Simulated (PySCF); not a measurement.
Compound: CH11ClSi4.
Cartesian coordinates in Å at the GFN2-xTB level; atoms count from 1:
```
atom  x, y, z in Å
C1    -0.8309    1.1704   -1.2227
Si2   -0.6945    0.2906    0.4737
Si3   -2.8332   -0.3952    1.1227
Cl4   -0.1179    1.8158    1.7724
Si5    1.1618   -1.1339    0.3500
Si6    3.0920   -0.1909   -0.5363
H7    -1.5447    1.9895   -1.1936
H8     0.1245    1.5851   -1.5362
H9    -1.1578    0.4778   -1.9931
H10   -3.2778   -1.4812    0.2425
H11   -2.8659   -0.9127    2.4929
H12   -3.8613    0.6496    1.0459
H13    1.4286   -1.6982    1.6840
H14    0.7457   -2.3089   -0.4377
H15    3.0218   -0.1036   -1.9997
H16    4.3252   -0.9201   -0.2260
H17    3.2774    1.1781   -0.0487
```

Computed at PBE0/pcSseg-1 (PySCF, non-relativistic), with Q(35Cl) = −0.0817 b: Cl4, 35Cl (I = 3/2): χzz = -42.55 MHz, η = 0.027.

Q: Where would the pure quadrupole (NQR) lines of 35Cl at Cl4 fall for the rigid, isolated species?

A: From ν = (|χ|/2)√(1 + η²/3): ν = 21.28 MHz (silicon-bound chlorine). For 37Cl the ratio of quadrupole moments, 0.7881, gives 16.77 MHz.

Q: Apply the simplest Townes–Dailey estimate (no s hybridisation, no π bonding), ionic character = 1 − χzz/χ0, where χ0 is the coupling for one missing p electron along the bond: −109.74 MHz for 35Cl.

A: Cl4 on Si2: 1 − (-42.55)/(-109.74) = 0.61. In this model a purely covalent bond gives χ0 and a free halide ion gives zero; s hybridisation or π bonding, where present, is counted here as ionic character.

In a crystal, neighbours and librations shift these lines. GFN2-xTB bond lengths can be off by several hundredths of an ångström, more for odd bonds, and the gradients follow them. With so small a basis the couplings can be 20 % off.

One conformer stands for the species.
